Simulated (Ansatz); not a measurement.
`[NH2][AlH][SiH](F)[SiH3]` + `CC(O)[SiH3]` → `C[CH]([SiH3])[AlH][NH2]` + `O[SiH](F)[SiH3]`  (redistribution)

Computed with Ansatz on PBE0-D4/def2-TZVP structures; ΔE is electronic, products minus reactants. CBS: MP2 limit from def2 TZ/QZ plus the TZ coupled-cluster correction, frozen cores. One conformer a species, not always the lowest.

```
         level  ΔE (eV)
 HF/def2-TZVPP    -2.12
MP2/def2-QZVPP    -2.31
```

Task: What does CCSD(T)/CBS give? (Best estimate.)

Result: Ansatz gave: -2.14 eV. The listed levels differ from it by 0.02, -0.17 eV.

Largest T1 diagnostic among the species: 0.013.

The D4 term adds −0.05 eV with B3LYP and −0.03 eV with PBE0; it sums over pairs of atoms, weighted by their polarisabilities, and B3LYP, whose exchange is more repulsive, gets the larger term. From PBE to PBE0 (25 % exact exchange), in def2-TZVPP and without D4, ΔE moves by −0.10 eV.

B3LYP here is the variant with VWN-RPA as its local correlation; programs differ in this.
